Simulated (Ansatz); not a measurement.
System: C2H6BO2, net charge 0, doublet state. It need not be the lowest isomer of its formula. 
Coordinates optimised at B3LYP-D3(BJ)/def2-TZVP (Ansatz, an electronic-structure program):
SMILES: [CH2]OBOC
```xyz
11

B      0.0426     0.7522    -0.0293
O      1.3972     0.5489    -0.0550
C      1.9805    -0.6739    -0.0233
O     -0.7962    -0.3071     0.0311
C     -2.2088    -0.1535     0.0601
H     -0.3453     1.8789    -0.0622
H      3.0569    -0.6751    -0.0498
H      1.3656    -1.5586     0.0250
H     -2.6378    -0.6714    -0.7984
H     -2.5942    -0.6047     0.9750
H     -2.4961     0.8995     0.0275
```
Charge 0, spin multiplicity 2.

Basis-set convergence of Hartree-Fock and CCSD(T) correlation energies (hartree) with Ansatz. Correlated levels leave the core frozen unless marked. Open shells are spin-unrestricted. Spin-orbit coupling is left out. No relativistic terms.

| basis | functions | E(HF) | E(corr, CCSD(T)) |
|---|---|---|---|
| cc-pVDZ | 100 | -253.68674 | -0.77486 |
| cc-pVTZ | 234 | … | … |

Fill in the missing entries.


- cc-pVTZ, E(HF): -253.77064
- cc-pVTZ, E(corr, CCSD(T)): -0.95849
